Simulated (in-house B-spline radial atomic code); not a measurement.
K²⁺: [Ne] 3s2 3p5

Computed with a B-spline radial code for spherical atoms: non-relativistic HSE06, spin-polarised, spherical fractional occupations, point nucleus.

Z_r = [3n² - l(l+1)]/(2<r>); Z_e = n√(-2ε); the last column is Slater's effective charge. Values are occupation-weighted means over spin.

```
shell  electrons   ε (eV)  <r> (bohr)    Z_r    Z_e  Slater
   1s          2  -3560.9     0.08152  18.40  16.18   18.70
   2s          2  -384.67      0.3888  15.43  10.63   14.85
   2p          6  -311.52      0.3506  14.26   9.57   14.85
   3s          2  -58.755       1.239  10.89   6.23    8.10
   3p          5  -40.617       1.357   9.21   5.18    8.10
```

The least bound orbital is 3p down at -39.16 eV, and it is also the most diffuse (<r> = 1.367 bohr).

Caution: exact exchange at fractional occupations of open shells leaves self-interaction of up to several eV.
